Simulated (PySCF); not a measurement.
C3H9NSi.
SMILES: `CC(C)=N[SiH3]`

The closed-shell ground state was solved at several levels (PySCF, density fitting, gas phase, non-relativistic). Geometry: PBE0-D3(BJ)/def2-SVP; no solvent, vibrations or thermal averaging.

```tsv
level	basis functions	total energy (Eh)	HOMO (eV)	LUMO (eV)	gap (eV)	dipole (D)
PBE0/pcSseg-1	137	-463.6080	-6.77	-0.46	6.31	2.40
PBE0/pcSseg-0	67	-462.8836	-6.51	-0.36	6.15	2.32
PBE0/aug-cc-pVDZ	200	-463.6551	-6.74	-0.52	6.22	2.36
mPW1PW91/pcSseg-1	137	-463.9142	-6.80	-0.48	6.32	2.40
PBE0/def2-TZVP	215	-463.7155	-6.77	-0.48	6.29	2.38
CAM-B3LYP/def2-SVPD	176	-463.6762	-8.16	0.66	8.82	2.41
PBE0/def2-TZVPD	272	-463.7164	-6.79	-0.55	6.24	2.42
PBE0/cc-pVDZ	119	-463.6432	-6.60	-0.28	6.32	2.27
LC-wPBE/def2-SVPD	176	-463.5691	-9.49	1.82	11.31	2.44
PBE0/6-311+G(2d,p)	197	-463.7010	-6.80	-0.53	6.27	2.41
PBE0/pcSseg-2	313	-463.7230	-6.78	-0.52	6.26	2.41
CAM-B3LYP/pcSseg-1	137	-463.8574	-8.13	0.75	8.88	2.40
```

(1) Estimate the row for B97-2/pcSseg-1, a basis of 137 functions; the other rows only guide the guess.

(2) Over all these levels, which gives the widest orbital gap and which the narrowest?

(3) How much does the basis alone move the frontier levels among the 8 PBE0 rows?

(4) How far do the dipole and the HOMO energy spread over the levels?

## Answers

(1) Total energy -463.8954 Eh, HOMO -6.51 eV, LUMO -0.53 eV, gap 5.98 eV, dipole 2.39 D.

(2) LC-wPBE/def2-SVPD (range-separated hybrid) has the widest, 11.31 eV, and B97-2/pcSseg-1 (global hybrid, 21 % exact exchange) the narrowest, 5.98 eV. Functional and basis both differ between the two, so the spread mixes both effects.

(3) The HOMO by 0.29 eV and the LUMO by 0.27 eV. By rising basis size (HOMO, LUMO in eV): pcSseg-0 -6.51, -0.36; cc-pVDZ -6.60, -0.28; pcSseg-1 -6.77, -0.46; 6-311+G(2d,p) -6.80, -0.53; aug-cc-pVDZ -6.74, -0.52; def2-TZVP -6.77, -0.48; def2-TZVPD -6.79, -0.55; pcSseg-2 -6.78, -0.52.

(4) The dipole runs from 2.27 to 2.44 D (mean 2.39 D) and the HOMO from -9.49 to -6.51 eV.
